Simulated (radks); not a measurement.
Values are calculated unless marked as measured or tabulated.
Species: Ga3+. Configuration: [Ar] 3d10.

Code: a radial shooting solver on a logarithmic mesh with Libxc functionals. Model: Dirac Kohn-Sham, OLYP, spin-unpolarised, spherical densities, finite nucleus; Fermi nuclear charge, rms radius 3.9973 fm.

Energy parts (Ry):
| part | energy |
|---|---|
| total | -3885.48583 |
| kinetic | 3962.73238 |
| electron-nucleus | -9306.53929 |
| Hartree | 1609.81551 |
| exchange-correlation | -151.49442 |

Orbitals (lengths in bohr, moments of r in powers of bohr; r(max) is where P^2 peaks):
[
 {"orbital": "1s1/2", "occ.": "2", "eigenvalue (Ry)": "-754.0683", "r(max)": "0.03179"},
 {"orbital": "2s1/2", "occ.": "2", "eigenvalue (Ry)": "-95.29124", "r(max)": "0.1825"},
 {"orbital": "2p1/2", "occ.": "2", "eigenvalue (Ry)": "-84.65971", "r(max)": "0.1445"},
 {"orbital": "2p3/2", "occ.": "4", "eigenvalue (Ry)": "-82.62676", "r(max)": "0.1474"},
 {"orbital": "3s1/2", "occ.": "2", "eigenvalue (Ry)": "-13.38400", "r(max)": "0.5649"},
 {"orbital": "3p1/2", "occ.": "2", "eigenvalue (Ry)": "-9.94110", "r(max)": "0.5617"},
 {"orbital": "3p3/2", "occ.": "4", "eigenvalue (Ry)": "-9.67476", "r(max)": "0.5700"},
 {"orbital": "3d3/2", "occ.": "4", "eigenvalue (Ry)": "-3.89545", "r(max)": "0.5310"},
 {"orbital": "3d5/2", "occ.": "6", "eigenvalue (Ry)": "-3.86052", "r(max)": "0.5339"}
]

The highest occupied level is 3d5/2 at -52.525 eV. The electron density at the nucleus is 2.82e+04 e/bohr^3. The density falls to 0.001 e/bohr^3 at r = 2.59 bohr. For comparison, the ionisation energy in NIST's Atomic Spectra Database is 63.24 eV (measured). In exact Kohn-Sham theory the highest level is minus the ionisation energy, but local and semilocal functionals leave it too shallow, through self-interaction and a potential that decays too fast; potentials with the right tail come closer. Summed over all electrons, <r^2> = 12.48 bohr^2, which gives a Langevin (diamagnetic) susceptibility term of -9.89 x 10^-6 cm^3/mol.
